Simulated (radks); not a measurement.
Problem. The strontium ion Sr5+ is in [Ar] 3d10 4s2 4p3. Method: scalar-relativistic Kohn-Sham, BLYP, spin-polarised, spherical densities, finite nucleus; Fermi nuclear charge, rms radius of each element as measured or else 0.836 A^(1/3) + 0.57 fm; computed with a radial shooting solver on a logarithmic mesh with Libxc functionals. Open shells are filled with parallel spins first. One electron is removed from 3p, 3d, 4s, 4p in turn, with full relaxation. Which removal costs least, and what does each cost?

Solution. 4p 88.898 eV; 4s 105.53 eV; 3d 211.03 eV; 3p 338.87 eV. The 4p electron leaves first.
